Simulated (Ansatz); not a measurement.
Harmonic vibrations of [Cu(OH)4]- (CuO₄H₄⁻) by finite differences.

```yaml
crystal:
  periodic: [false, false, false]
  atoms:
    - {symbol: Cu, position_ang: [-0.000050, 0.000024, 0.000038]}
    - {symbol: O, position_ang: [1.771676, 0.448056, -0.043411]}
    - {symbol: H, position_ang: [2.174973, -0.426373, -0.058129]}
    - {symbol: O, position_ang: [-0.447759, 1.772223, 0.020060]}
    - {symbol: H, position_ang: [0.426470, 2.175673, -0.000561]}
    - {symbol: O, position_ang: [-1.771700, -0.448054, 0.043478]}
    - {symbol: H, position_ang: [-2.174861, 0.426428, 0.057980]}
    - {symbol: O, position_ang: [0.447698, -1.772191, -0.019994]}
    - {symbol: H, position_ang: [-0.426458, -2.175796, 0.000549]}
basis:
  gaussian: {orbitals: def2-SVPD}
total_charge: -1
hamiltonian: {xc: pbe0, dispersion: d4}
scf: {omitted_lower_state_checks: [starts]}
phonons: {temperatures: {t_min: 298.15, t_max: 900, t_step: 200}}
```

```sh
$ ansatz run in.yaml --threads 4 --pin off --events-out ev --progress --plain --max-ram 3916MiB
```

It prints (some lines left out):

```
Functional definition: PBE0
mean field -52868.49663306 eV, -1942.8814157108 hartree, gradient 1.3e-5 eV, S^2 0.000000; 0 other end points of the search recorded, 0 dependent functions left out
mean field -52868.49650630 eV, -1942.8814110525 hartree, gradient 1.8e-6 eV, S^2 0.000000; 0 other end points of the search recorded, 0 dependent functions left out
mean field -52868.49650006 eV, -1942.8814108232 hartree, gradient 1.8e-6 eV, S^2 0.000000; 0 other end points of the search recorded, 0 dependent functions left out
mean field -52868.49650035 eV, -1942.8814108339 hartree, gradient 1.7e-6 eV, S^2 0.000000; 0 other end points of the search recorded, 0 dependent functions left out
mean field -52868.49650590 eV, -1942.8814110377 hartree, gradient 1.7e-6 eV, S^2 0.000000; 0 other end points of the search recorded, 0 dependent functions left out
mean field -52868.49660620 eV, -1942.8814147239 hartree, gradient 1.8e-6 eV, S^2 0.000000; 0 other end points of the search recorded, 0 dependent functions left out
mean field -52868.49660620 eV, -1942.8814147238 hartree, gradient 1.8e-6 eV, S^2 0.000000; 0 other end points of the search recorded, 0 dependent functions left out
mean field -52868.49657063 eV, -1942.8814134166 hartree, gradient 1.5e-6 eV, S^2 0.000000; 0 other end points of the search recorded, 0 dependent functions left out
mean field -52868.49653755 eV, -1942.8814122011 hartree, gradient 1.1e-6 eV, S^2 0.000000; 0 other end points of the search recorded, 0 dependent functions left out
mean field -52868.49653521 eV, -1942.8814121151 hartree, gradient 1.0e-6 eV, S^2 0.000000; 0 other end points of the search recorded, 0 dependent functions left out
mean field -52868.49642828 eV, -1942.8814081854 hartree, gradient 1.9e-6 eV, S^2 0.000000; 0 other end points of the search recorded, 0 dependent functions left out
mean field -52868.49662755 eV, -1942.8814155084 hartree, gradient 9.4e-7 eV, S^2 0.000000; 0 other end points of the search recorded, 0 dependent functions left out
mean field -52868.49662838 eV, -1942.8814155387 hartree, gradient 1.1e-6 eV, S^2 0.000000; 0 other end points of the search recorded, 0 dependent functions left out
mean field -52868.49661796 eV, -1942.8814151559 hartree, gradient 2.1e-6 eV, S^2 0.000000; 0 other end points of the search recorded, 0 dependent functions left out
mean field -52868.49656988 eV, -1942.8814133891 hartree, gradient 2.4e-6 eV, S^2 0.000000; 0 other end points of the search recorded, 0 dependent functions left out
mean field -52868.49645406 eV, -1942.8814091327 hartree, gradient 2.0e-6 eV, S^2 0.000000; 0 other end points of the search recorded, 0 dependent functions left out
mean field -52868.49654287 eV, -1942.8814123965 hartree, gradient 2.2e-6 eV, S^2 0.000000; 0 other end points of the search recorded, 0 dependent functions left out
mean field -52868.49663035 eV, -1942.8814156112 hartree, gradient 2.1e-6 eV, S^2 0.000000; 0 other end points of the search recorded, 0 dependent functions left out
mean field -52868.49663156 eV, -1942.8814156557 hartree, gradient 2.0e-6 eV, S^2 0.000000; 0 other end points of the search recorded, 0 dependent functions left out
mean field -52868.49642849 eV, -1942.8814081930 hartree, gradient 1.9e-6 eV, S^2 0.000000; 0 other end points of the search recorded, 0 dependent functions left out
mean field -52868.49653514 eV, -1942.8814121122 hartree, gradient 1.0e-6 eV, S^2 0.000000; 0 other end points of the search recorded, 0 dependent functions left out
mean field -52868.49657063 eV, -1942.8814134167 hartree, gradient 1.5e-6 eV, S^2 0.000000; 0 other end points of the search recorded, 0 dependent functions left out
mean field -52868.49653744 eV, -1942.8814121969 hartree, gradient 1.1e-6 eV, S^2 0.000000; 0 other end points of the search recorded, 0 dependent functions left out
mean field -52868.49662930 eV, -1942.8814155727 hartree, gradient 1.1e-6 eV, S^2 0.000000; 0 other end points of the search recorded, 0 dependent functions left out
mean field -52868.49662659 eV, -1942.8814154730 hartree, gradient 9.7e-7 eV, S^2 0.000000; 0 other end points of the search recorded, 0 dependent functions left out
mean field -52868.49654389 eV, -1942.8814124340 hartree, gradient 2.2e-6 eV, S^2 0.000000; 0 other end points of the search recorded, 0 dependent functions left out
mean field -52868.49645314 eV, -1942.8814090990 hartree, gradient 2.0e-6 eV, S^2 0.000000; 0 other end points of the search recorded, 0 dependent functions left out
mean field -52868.49661963 eV, -1942.8814152175 hartree, gradient 2.1e-6 eV, S^2 0.000000; 0 other end points of the search recorded, 0 dependent functions left out
mean field -52868.49656814 eV, -1942.8814133253 hartree, gradient 2.4e-6 eV, S^2 0.000000; 0 other end points of the search recorded, 0 dependent functions left out
mean field -52868.49662996 eV, -1942.8814155968 hartree, gradient 2.0e-6 eV, S^2 0.000000; 0 other end points of the search recorded, 0 dependent functions left out
mean field -52868.49663189 eV, -1942.8814156680 hartree, gradient 2.0e-6 eV, S^2 0.000000; 0 other end points of the search recorded, 0 dependent functions left out
mean field -52868.49653669 eV, -1942.8814121695 hartree, gradient 1.1e-6 eV, S^2 0.000000; 0 other end points of the search recorded, 0 dependent functions left out
mean field -52868.49657149 eV, -1942.8814134484 hartree, gradient 1.5e-6 eV, S^2 0.000000; 0 other end points of the search recorded, 0 dependent functions left out
mean field -52868.49642829 eV, -1942.8814081856 hartree, gradient 1.9e-6 eV, S^2 0.000000; 0 other end points of the search recorded, 0 dependent functions left out
mean field -52868.49653516 eV, -1942.8814121130 hartree, gradient 1.0e-6 eV, S^2 0.000000; 0 other end points of the search recorded, 0 dependent functions left out
mean field -52868.49662808 eV, -1942.8814155279 hartree, gradient 1.1e-6 eV, S^2 0.000000; 0 other end points of the search recorded, 0 dependent functions left out
mean field -52868.49662785 eV, -1942.8814155194 hartree, gradient 9.4e-7 eV, S^2 0.000000; 0 other end points of the search recorded, 0 dependent functions left out
mean field -52868.49656739 eV, -1942.8814132975 hartree, gradient 2.4e-6 eV, S^2 0.000000; 0 other end points of the search recorded, 0 dependent functions left out
mean field -52868.49662048 eV, -1942.8814152484 hartree, gradient 2.1e-6 eV, S^2 0.000000; 0 other end points of the search recorded, 0 dependent functions left out
mean field -52868.49654414 eV, -1942.8814124429 hartree, gradient 2.2e-6 eV, S^2 0.000000; 0 other end points of the search recorded, 0 dependent functions left out
mean field -52868.49645274 eV, -1942.8814090842 hartree, gradient 2.0e-6 eV, S^2 0.000000; 0 other end points of the search recorded, 0 dependent functions left out
mean field -52868.49663195 eV, -1942.8814156700 hartree, gradient 2.0e-6 eV, S^2 0.000000; 0 other end points of the search recorded, 0 dependent functions left out
mean field -52868.49662996 eV, -1942.8814155971 hartree, gradient 2.1e-6 eV, S^2 0.000000; 0 other end points of the search recorded, 0 dependent functions left out
mean field -52868.49653581 eV, -1942.8814121371 hartree, gradient 1.0e-6 eV, S^2 0.000000; 0 other end points of the search recorded, 0 dependent functions left out
mean field -52868.49642784 eV, -1942.8814081692 hartree, gradient 1.9e-6 eV, S^2 0.000000; 0 other end points of the search recorded, 0 dependent functions left out
mean field -52868.49653780 eV, -1942.8814122102 hartree, gradient 1.1e-6 eV, S^2 0.000000; 0 other end points of the search recorded, 0 dependent functions left out
mean field -52868.49657024 eV, -1942.8814134022 hartree, gradient 1.5e-6 eV, S^2 0.000000; 0 other end points of the search recorded, 0 dependent functions left out
mean field -52868.49662645 eV, -1942.8814154680 hartree, gradient 9.7e-7 eV, S^2 0.000000; 0 other end points of the search recorded, 0 dependent functions left out
mean field -52868.49662944 eV, -1942.8814155778 hartree, gradient 1.1e-6 eV, S^2 0.000000; 0 other end points of the search recorded, 0 dependent functions left out
mean field -52868.49645274 eV, -1942.8814090843 hartree, gradient 2.0e-6 eV, S^2 0.000000; 0 other end points of the search recorded, 0 dependent functions left out
mean field -52868.49654432 eV, -1942.8814124499 hartree, gradient 2.2e-6 eV, S^2 0.000000; 0 other end points of the search recorded, 0 dependent functions left out
mean field -52868.49656920 eV, -1942.8814133640 hartree, gradient 2.4e-6 eV, S^2 0.000000; 0 other end points of the search recorded, 0 dependent functions left out
mean field -52868.49661854 eV, -1942.8814151773 hartree, gradient 2.1e-6 eV, S^2 0.000000; 0 other end points of the search recorded, 0 dependent functions left out
mean field -52868.49663194 eV, -1942.8814156697 hartree, gradient 2.0e-6 eV, S^2 0.000000; 0 other end points of the search recorded, 0 dependent functions left out
mean field -52868.49662991 eV, -1942.8814155951 hartree, gradient 2.0e-6 eV, S^2 0.000000; 0 other end points of the search recorded, 0 dependent functions left out
Total energy: -52868.64813017 eV, -1942.8869831270 hartree
Atom 0 at    -0.000050     0.000024     0.000038 Å, force     0.001248    -0.001110     0.000001 eV/Å
Atom 1 at     1.771676     0.448056    -0.043411 Å, force    -0.006503     0.017015     0.000152 eV/Å
Atom 2 at     2.174973    -0.426373    -0.058129 Å, force     0.007866    -0.016488    -0.000194 eV/Å
Atom 3 at    -0.447759     1.772223     0.020060 Å, force    -0.016960    -0.006485     0.000378 eV/Å
Atom 4 at     0.426470     2.175673    -0.000561 Å, force     0.016876     0.008548    -0.000374 eV/Å
Atom 5 at    -1.771700    -0.448054     0.043478 Å, force     0.006159    -0.017002    -0.000270 eV/Å
Atom 6 at    -2.174861     0.426428     0.057980 Å, force    -0.008869     0.017005     0.000349 eV/Å
Atom 7 at     0.447698    -1.772191    -0.019994 Å, force     0.017225     0.006636    -0.000434 eV/Å
Atom 8 at    -0.426458    -2.175796     0.000549 Å, force    -0.017042    -0.008118     0.000392 eV/Å
Dipole moment:    -0.000023    -0.000039    -0.000072 e Å
Vibrations: 129.28 238.72 264.56 264.59 284.14 408.11 439.44 439.53 482.48 489.38 541.14 621.68 621.71 893.85 949.85 959.03 959.09 3881.43 3881.51 3881.81 3885.25 cm⁻¹, zero-point energy 1.519835 eV
Checks for a lower state left out: starts
```

It took 2.4 min on 4 threads of Arm Neoverse V1 on a shared host.
